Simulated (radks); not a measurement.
Results of a calculation; reference values are marked as such.
Problem. Species: Tc+. Configuration: [Kr] 4d(up 2.5, down 2.5) 5s(up 0.75, down 0.25) (fractional occupations, a model configuration). Code: a radial shooting solver on a logarithmic mesh with Libxc functionals. Model: scalar-relativistic Kohn-Sham, BLYP, spin-polarised, spherical densities, point nucleus. Some entries of the table are withheld. Estimate them.

orbital  occ.  eigenvalue (hartree)  <r^2> (bohr^2)  <1/r> (bohr^-1)
1s up       1             -767.3326        0.001586            44.71
1s down     1             -767.3321        0.001586            44.71
2s up       1             -109.7109         0.02638            10.09
2s down     1             -109.7107         0.02638            10.09
2p up       3             -98.23001         0.02076            9.795
2p down     3             -98.22979         0.02076            9.795
3s up       1             -19.32550          0.1977            3.479
3s down     1             -19.32506          0.1977            3.479
3p up       3             -15.55789          0.2018            3.311
3p down     3             -15.55743          0.2018            3.311
3d up       5              -9.45742          0.1912            3.082
3d down     5              -9.45699          0.1912            3.082
4s up       1                   (1)           1.266            1.294
4s down     1                   (2)           1.266            1.294
4p up       3              -1.93935           1.575            1.151
4p down     3              -1.93810           1.572            1.151
4d up     2.5              -0.51509           3.434           0.8002
4d down   2.5              -0.51034           3.391           0.8045
5s up    0.75              -0.42564             (3)              (4)
5s down  0.25              -0.41401             (5)              (6)

Solution. 
(1) 4s up eigenvalue (hartree): -2.97010
(2) 4s down eigenvalue (hartree): -2.96918
(3) 5s up <r^2> (bohr^2): 10.39
(4) 5s up <1/r> (bohr^-1): 0.4223
(5) 5s down <r^2> (bohr^2): 10.51
(6) 5s down <1/r> (bohr^-1): 0.4209
